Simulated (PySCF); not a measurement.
PySCF input file for dimethyl selenide cation (C2H6Se), SMILES C[Se]C (connectivity only; charge and spin as stated), charge +1, multiplicity 2, PBE-D3(BJ)/def2-SVP. Geometry: PBE-D3(BJ)/def2-SVP. The multiplicity is an assumed one; other spin states were not compared.

```python
import numpy as np
from pyscf import gto, scf, dft, df
from pyscf.hessian import thermo

mol = gto.M(
    atom='''
    C     1.48236773   -0.00000000    0.78222947
    Se    0.00000000    0.00000000   -0.45419112
    C    -1.48236774   -0.00000000    0.78222946
    H     1.41627236    0.90698151    1.42054953
    H     2.41453057   -0.00000000    0.18677321
    H     1.41627236   -0.90698150    1.42054952
    H    -1.41627237    0.90698151    1.42054952
    H    -2.41453056   -0.00000000    0.18677321
    H    -1.41627237   -0.90698150    1.42054953
    ''',
    basis='def2-SVP',
    charge=1,
    spin=1,
    max_memory=1600,
    verbose=3,
)
mf = dft.UKS(mol, xc='pbe').density_fit(auxbasis='def2-universal-jkfit')
mf.disp = 'd3bj'
mf.grids.level = 3
mf.conv_tol = 1e-11
mf.max_cycle = 100
mf.kernel()
fine, coarse = mf.grids, dft.Grids(mol).set(level=1).build(with_non0tab=True)
for _ in range(3):  # follow internal instabilities
    mf.grids = coarse
    mo, _, stable, _ = mf.stability(return_status=True, nroots=4)
    mf.grids = fine
    if stable:
        break
    mf.kernel(mf.make_rdm1(mo, mf.mo_occ))

# [left out here: the lines that compute and print the analytic Hessian (its translational invariance restored by hand, since the grid's response is missing), thermochemistry and intensities]
```

Log of the run:

```

WARN: HOMO -0.241438563221081 >= LUMO -0.241438563221082

converged SCF energy = -2480.2448014227  <S^2> = 0.75221414  2S+1 = 2.0022129
<class 'pyscf.df.df_jk.DFUKS'> wavefunction is stable in the internal stability analysis

WARN: DFTD3 does not support analytical Hessian, using finite difference


WARN: Mole.unit (angstrom) is changed to Bohr

Mode                                 0                   1                   2
Irrep
Freq [cm^-1]                       57.8144            109.3429            224.8967
Reduced mass [au]                   1.0234              1.1019              2.6620
Force const [Dyne/A]                0.0020              0.0078              0.0793
Char temp [K]                      83.1821            157.3200            323.5763
Normal mode                   x     y     z       x     y     z       x     y     z
       0   C                -0.00  0.03  0.00    0.00 -0.05 -0.00   -0.11 -0.00  0.10
       1  Se                -0.00 -0.00 -0.00    0.00  0.02  0.00    0.00  0.00 -0.04
       2   C                 0.00 -0.03  0.00   -0.00 -0.05 -0.00    0.11 -0.00  0.10
       3   H                 0.20  0.25 -0.29    0.22  0.15 -0.26   -0.21 -0.00  0.09
       4   H                 0.00 -0.34  0.00    0.00 -0.42 -0.00   -0.02 -0.00  0.24
       5   H                -0.20  0.25  0.29   -0.22  0.15  0.26   -0.21  0.00  0.09
       6   H                 0.20 -0.25  0.29   -0.22  0.15 -0.26    0.21 -0.00  0.09
       7   H                 0.00  0.34  0.00   -0.00 -0.42 -0.00    0.02 -0.00  0.24
       8   H                -0.20 -0.25 -0.29    0.22  0.15  0.26    0.21  0.00  0.09
Mode                                 3                   4                   5
Irrep
Freq [cm^-1]                      587.3505            591.0937            764.0172
Reduced mass [au]                   5.2222              5.6771              1.1522
Force const [Dyne/A]                1.0614              1.1687              0.3963
Char temp [K]                     845.0665            850.4522           1099.2507
Normal mode                   x     y     z       x     y     z       x     y     z
       0   C                -0.14 -0.00 -0.11    0.13  0.00  0.11   -0.00  0.07 -0.00
       1  Se                 0.00  0.00  0.04   -0.05 -0.00  0.00    0.00 -0.01  0.00
       2   C                 0.14 -0.00 -0.11    0.13 -0.00 -0.11    0.00  0.07 -0.00
       3   H                -0.10 -0.01 -0.09    0.12  0.02  0.09    0.31 -0.11  0.28
       4   H                -0.14  0.00 -0.10    0.10 -0.00  0.07    0.00 -0.21  0.00
       5   H                -0.10  0.01 -0.09    0.12 -0.02  0.09   -0.31 -0.11 -0.28
       6   H                 0.10 -0.01 -0.09    0.12 -0.02 -0.09   -0.31 -0.11  0.28
       7   H                 0.14  0.00 -0.10    0.10  0.00 -0.07   -0.00 -0.21  0.00
       8   H                 0.10  0.01 -0.09    0.12  0.02 -0.09    0.31 -0.11 -0.28
Mode                                 6                   7                   8
Irrep
Freq [cm^-1]                      798.8609            831.7384            955.8149
Reduced mass [au]                   1.1524              1.1630              1.2762
Force const [Dyne/A]                0.4333              0.4740              0.6869
Char temp [K]                    1149.3830           1196.6864           1375.2049
Normal mode                   x     y     z       x     y     z       x     y     z
       0   C                -0.00 -0.08  0.00   -0.05  0.00  0.06    0.06 -0.00 -0.07
       1  Se                 0.00  0.00 -0.00    0.01  0.00 -0.00   -0.00 -0.00  0.01
       2   C                -0.00  0.08 -0.00   -0.05 -0.00 -0.06   -0.06 -0.00 -0.07
       3   H                -0.33  0.10 -0.28    0.31  0.05  0.02   -0.29 -0.05 -0.03
       4   H                -0.00  0.19 -0.00   -0.32 -0.00 -0.36    0.31  0.00  0.32
       5   H                 0.33  0.10  0.28    0.31 -0.05  0.02   -0.29  0.05 -0.03
       6   H                -0.33 -0.10  0.28    0.31 -0.05 -0.02    0.29 -0.05 -0.03
       7   H                -0.00 -0.19  0.00   -0.32  0.00  0.36   -0.31  0.00  0.32
       8   H                 0.33 -0.10 -0.28    0.31  0.05 -0.02    0.29  0.05 -0.03
Mode                                 9                  10                  11
Irrep
Freq [cm^-1]                     1220.3043           1239.8363           1330.5437
Reduced mass [au]                   1.1367              1.1390              1.0615
Force const [Dyne/A]                0.9973              1.0316              1.1072
Char temp [K]                    1755.7462           1783.8485           1914.3561
Normal mode                   x     y     z       x     y     z       x     y     z
       0   C                 0.05  0.00  0.05    0.05  0.00  0.06   -0.00  0.05  0.00
       1  Se                 0.00  0.00 -0.00    0.00 -0.00  0.00   -0.00 -0.00 -0.00
       2   C                 0.05 -0.00 -0.05   -0.05  0.00  0.06   -0.00 -0.05 -0.00
       3   H                -0.27  0.17 -0.25   -0.26  0.18 -0.25   -0.30 -0.05  0.08
       4   H                -0.17 -0.00 -0.28   -0.17 -0.00 -0.28    0.00 -0.52  0.00
       5   H                -0.27 -0.17 -0.25   -0.26 -0.18 -0.25    0.30 -0.05 -0.08
       6   H                -0.27 -0.17  0.25    0.26  0.18 -0.25   -0.30  0.05 -0.08
       7   H                -0.17  0.00  0.28    0.17 -0.00 -0.28    0.00  0.52 -0.00
       8   H                -0.27  0.17  0.25    0.26 -0.18 -0.25    0.30  0.05  0.08
Mode                                12                  13                  14
Irrep
Freq [cm^-1]                     1330.9353           1357.7166           1359.0575
Reduced mass [au]                   1.0540              1.0504              1.0452
Force const [Dyne/A]                1.1000              1.1408              1.1374
Char temp [K]                    1914.9195           1953.4519           1955.3812
Normal mode                   x     y     z       x     y     z       x     y     z
       0   C                -0.04 -0.00  0.02   -0.00  0.04  0.00    0.04  0.00 -0.01
       1  Se                -0.00 -0.00  0.00   -0.00  0.00  0.00   -0.00  0.00 -0.00
       2   C                -0.04  0.00 -0.02    0.00  0.04  0.00   -0.04  0.00 -0.01
       3   H                 0.19  0.23 -0.30   -0.31 -0.04  0.07   -0.19 -0.23  0.29
       4   H                 0.15  0.00  0.30    0.00 -0.51  0.00   -0.17 -0.00 -0.32
       5   H                 0.19 -0.23 -0.30    0.31 -0.04 -0.07   -0.19  0.23  0.29
       6   H                 0.19 -0.23  0.30    0.31 -0.04  0.07    0.19 -0.23  0.29
       7   H                 0.15 -0.00 -0.30   -0.00 -0.51  0.00    0.17 -0.00 -0.32
       8   H                 0.19  0.23  0.30   -0.31 -0.04 -0.07    0.19  0.23  0.29
Mode                                15                  16                  17
Irrep
Freq [cm^-1]                     2956.7972           2963.7035           3066.3060
Reduced mass [au]                   1.0301              1.0301              1.1060
Force const [Dyne/A]                5.3059              5.3310              6.1270
Char temp [K]                    4254.1729           4264.1094           4411.7317
Normal mode                   x     y     z       x     y     z       x     y     z
       0   C                -0.02 -0.00 -0.03   -0.02 -0.00 -0.03   -0.00 -0.06  0.00
       1  Se                -0.00  0.00  0.00    0.00 -0.00 -0.00    0.00  0.00  0.00
       2   C                -0.02  0.00  0.03    0.02 -0.00 -0.03   -0.00  0.06 -0.00
       3   H                -0.03  0.37  0.25   -0.03  0.36  0.25   -0.03  0.38  0.28
       4   H                 0.25  0.00 -0.17    0.26  0.00 -0.17    0.00 -0.01 -0.00
       5   H                -0.03 -0.37  0.25   -0.03 -0.36  0.25    0.03  0.38 -0.28
       6   H                -0.03 -0.37 -0.25    0.03  0.36  0.25   -0.03 -0.38 -0.28
       7   H                 0.25 -0.00  0.17   -0.26  0.00 -0.17    0.00  0.01  0.00
       8   H                -0.03  0.37 -0.25    0.03 -0.36  0.25    0.03 -0.38  0.28
Mode                                18                  19                  20
Irrep
Freq [cm^-1]                     3066.6573           3121.1026           3123.3536
Reduced mass [au]                   1.1031              1.1064              1.1102
Force const [Dyne/A]                6.1122              6.3504              6.3813
Char temp [K]                    4412.2371           4490.5718           4493.8105
Normal mode                   x     y     z       x     y     z       x     y     z
       0   C                 0.00  0.06 -0.00    0.04 -0.00 -0.05    0.04 -0.00 -0.05
       1  Se                 0.00  0.00  0.00   -0.00 -0.00  0.00    0.00  0.00  0.00
       2   C                -0.00  0.06 -0.00    0.04  0.00  0.05   -0.04 -0.00 -0.05
       3   H                 0.03 -0.38 -0.28   -0.01  0.17  0.11   -0.01  0.17  0.11
       4   H                -0.00  0.01  0.00   -0.51 -0.00  0.33   -0.50 -0.00  0.33
       5   H                -0.03 -0.38  0.28   -0.01 -0.17  0.11   -0.01 -0.17  0.11
       6   H                -0.03 -0.38 -0.28   -0.01 -0.17 -0.11    0.01  0.17  0.11
       7   H                 0.00  0.01  0.00   -0.51  0.00 -0.33    0.50 -0.00  0.33
       8   H                 0.03 -0.38  0.28   -0.01  0.17 -0.11    0.01 -0.17  0.11
temperature 298.1500 [K]
pressure 101325.00 [Pa]
Rotational constants [GHz] 12.20462 6.65465 4.56452
Symmetry number 2
Zero-point energy (ZPE) 0.07075 [Eh]   185763.570 [J/mol]
                           tot       elec      trans        rot        vib
Entropy [J/mol/K]       317.251      5.763    167.260     95.807     48.422
Cv [J/mol/K]             71.409      0.000     12.472     12.472     46.466
Cp [J/mol/K]             79.724      0.000     20.786     12.472     46.466
Internal energy [J/mol]                      3718.434   3718.434 192954.570
Internal energy [Eh]   -2480.16848  -2480.24480
Enthalpy [J/mol]                             6197.391   3718.434 192954.570
Enthalpy [Eh]          -2480.16753
Gibbs free energy [J/mol]                  -43671.044 -24846.476 178517.693
Gibbs free energy [Eh] -2480.20356
mode   freq/cm-1   IR/(km/mol)
   1       57.81         0.000
   2      109.34         0.235
   3      224.90         0.157
   4      587.35         0.051
   5      591.09         2.200
   6      764.02         5.039
   7      798.86         0.000
   8      831.74         2.378
   9      955.81        14.578
  10     1220.30         0.724
  11     1239.84        21.760
  12     1330.54         0.000
  13     1330.94         4.386
  14     1357.72        54.452
  15     1359.06        19.388
  16     2956.80        48.910
  17     2963.70        21.177
  18     3066.31         0.000
  19     3066.66        33.693
  20     3121.10         7.936
  21     3123.35        31.814
max |gradient| / (hartree/bohr): 2.798582820499185e-05
APT charges: [-0.1463  0.6696 -0.1463  0.1005  0.1105  0.1005  0.1005  0.1105  0.1005]
```

The run converged.
